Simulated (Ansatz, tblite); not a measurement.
Bond stretch in GeSe, singlet. Each curve is given relative to its own lowest point near equilibrium.

```tsv
R / Å	A	B	C
1.72	4.209	6.555	4.389
1.80	2.479	3.425	2.584
1.90	1.112	1.336	1.154
1.98	0.477	0.511	0.490
2.09	0.061	0.051	0.060
2.14	0.000	0.000	0.000
2.23	0.033	0.060	0.045
2.27	0.093	0.132	0.114
2.35	0.276	0.332	0.320
2.46	0.621	0.690	0.708
2.66	1.387	1.462	1.603
2.88	2.253	2.343	2.821
3.20	3.257	3.482	4.886
3.52	3.969	4.340	6.171
3.87	4.493	—	6.935
4.32	4.906	—	—
4.63	5.077	—	—
5.20	5.250	—	—
5.72	5.312	—	—
6.42	5.344	—	—
7.42	5.361	—	—
8.49	5.368	—	—
```

Energies in eV.

**Question.** Match the curves with the methods GFN2-xTB, 300 K electronic temperature in tblite; Ansatz (a quantum-chemistry and plane-wave program) with MP2 on RHF/cc-pVQZ, cores with 3d frozen; Ansatz with unrestricted PBE/cc-pVQZ.

**Answer.** A is UKS-PBE; B is GFN2-xTB; C is RMP2.

A dash means that the run gave no value there, or that the column was ended at a point which the program doubted or which failed a test of continuity chosen for this set; such a test can also cut sound points.

The restricted form behind RMP2 keeps the bonding electrons paired and can't separate into open-shell fragments. The T1 diagnostic of CCSD on the restricted reference of RMP2 exceeds 0.045 at 2.46 to 3.87 Å. The unrestricted determinant behind UKS-PBE is spin-contaminated at 2.88 to 8.49 Å (<S²> up to 1.9, against 0.00 for a pure singlet).
